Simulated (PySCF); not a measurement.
Job file and geometry (Å, from GFN2-xTB) of an NMR shielding run on SMILES C([C@H]1[C@@H](B)[C@@]1(C)SC)=C, C7H13BS, GIAO PBE0/pcSseg-1 NMR shielding, non-relativistic, gas phase (PySCF 2.14.0, density-fitted response routines); density fitting, a coarse starting grid and PySCF grid level 2 are the driver's defaults:

```
$ OMP_NUM_THREADS=1 python probes_run.py task.json out

{"job": {"kind": "nmr", "xc": "PBE0", "basis": "pcSseg-1"}, "charge": 0, "multiplicity": 1}
B     -0.740523     1.891852    -0.598985
C     -0.424409     0.450829    -1.035072
C     -0.933472    -0.793829    -0.276501
C     -1.759306    -0.662011     0.930096
C     -2.863457    -1.361910     1.133395
C      0.524204    -0.480930    -0.285982
C      1.459264    -1.344144    -1.096632
S      1.283617     0.107358     1.244254
C      2.297824     1.456622     0.579734
H     -0.886879     2.183914     0.522696
H     -0.827066     2.719648    -1.423140
H     -0.374191     0.279524    -2.108213
H     -1.244738    -1.612589    -0.919145
H     -1.409795     0.039196     1.672398
H     -3.445546    -1.253464     2.031764
H     -3.229912    -2.071750     0.409235
H      0.951376    -1.759620    -1.964948
H      1.826841    -2.163823    -0.481022
H      2.314981    -0.766445    -1.444873
H      1.655892     2.123556     0.006550
H      3.095676     1.059106    -0.040904
H      2.719208     1.978295     1.432778
```

Question: Write the output of this run.

Answer: 
```
coarse grid: 18376 points
cycle   1  E = -696.8619370143  dE =  1.055e+00  |g| = 4.084e-01  |ddm| = 4.256e+00
cycle   2  E = -696.8708241550  dE = -8.887e-03  |g| = 3.926e-01  |ddm| = 7.880e-01
cycle   3  E = -696.9098486013  dE = -3.902e-02  |g| = 4.760e-02  |ddm| = 3.712e-01
cycle   4  E = -696.9101529000  dE = -3.043e-04  |g| = 3.320e-02  |ddm| = 8.731e-02
cycle   5  E = -696.9104241495  dE = -2.712e-04  |g| = 7.206e-03  |ddm| = 4.682e-02
cycle   6  E = -696.9104366413  dE = -1.249e-05  |g| = 2.868e-03  |ddm| = 1.222e-02
cycle   7  E = -696.9104385519  dE = -1.911e-06  |g| = 7.110e-04  |ddm| = 3.193e-03
final grid: 171248 points
cycle   8  E = -696.9675292467  dE = -7.257e-05  |g| = 1.053e-02  |ddm| = 6.404e-02
cycle   9  E = -696.9675162905  dE =  1.296e-05  |g| = 1.275e-02  |ddm| = 2.411e-02
cycle  10  E = -696.9675574563  dE = -4.117e-05  |g| = 1.676e-03  |ddm| = 1.505e-02
cycle  11  E = -696.9675581486  dE = -6.923e-07  |g| = 3.800e-04  |ddm| = 2.360e-03
cycle  12  E = -696.9675581794  dE = -3.082e-08  |g| = 1.519e-04  |ddm| = 4.954e-04
cycle  13  E = -696.9675581849  dE = -5.554e-09  |g| = 5.016e-05  |ddm| = 2.282e-04
cycle  14  E = -696.9675581856  dE = -6.262e-10  |g| = 1.185e-05  |ddm| = 6.029e-05
converged SCF energy = -696.9675581856

GIAO shielding tensors (ppm)
atom      isotropic    diamagn.    paramagn.     s11        s22        s33       span
  0 B       12.607     193.717    -181.109    -63.137    -32.469    133.427    196.565
  1 C      144.421     256.032    -111.611     88.680    164.467    180.116     91.437
  2 C      130.086     252.549    -122.463    109.642    125.531    155.086     45.444
  3 C       38.669     253.537    -214.868    -84.314     44.366    155.954    240.268
  4 C       66.228     252.384    -186.156    -46.982     84.915    160.751    207.733
  5 C      125.176     254.197    -129.021     92.250    127.890    155.389     63.139
  6 C      154.822     245.646     -90.825    118.600    158.220    187.645     69.045
  7 S      492.567    1058.512    -565.945    383.461    405.017    689.222    305.760
  8 C      158.670     252.720     -94.050    130.439    162.873    182.697     52.257
  9 H       24.284      30.952      -6.668     14.635     27.485     30.733     16.098
 10 H       23.572      30.510      -6.937     16.716     26.124     27.876     11.160
 11 H       30.034      34.948      -4.914     24.764     27.816     37.521     12.757
 12 H       29.081      35.464      -6.384     23.511     28.643     35.087     11.576
 13 H       24.545      31.875      -7.329     20.873     21.569     31.194     10.321
 14 H       26.310      28.507      -2.197     23.077     25.007     30.847      7.769
 15 H       26.170      30.846      -4.676     22.379     25.222     30.910      8.531
 16 H       30.929      31.365      -0.437     25.886     28.444     38.456     12.569
 17 H       29.698      30.045      -0.346     25.504     27.236     36.355     10.851
 18 H       29.546      30.827      -1.281     24.722     28.487     35.429     10.707
 19 H       31.261      32.150      -0.889     26.822     30.441     36.519      9.697
 20 H       28.989      30.795      -1.806     23.561     27.188     36.217     12.656
 21 H       29.449      29.497      -0.047     24.560     25.987     37.801     13.242
```

Size and cost of the density-fitted run: 225 basis functions, 110 s wall time on 1 thread of an Arm Neoverse N1, shared host; peak memory 0.96 GiB.
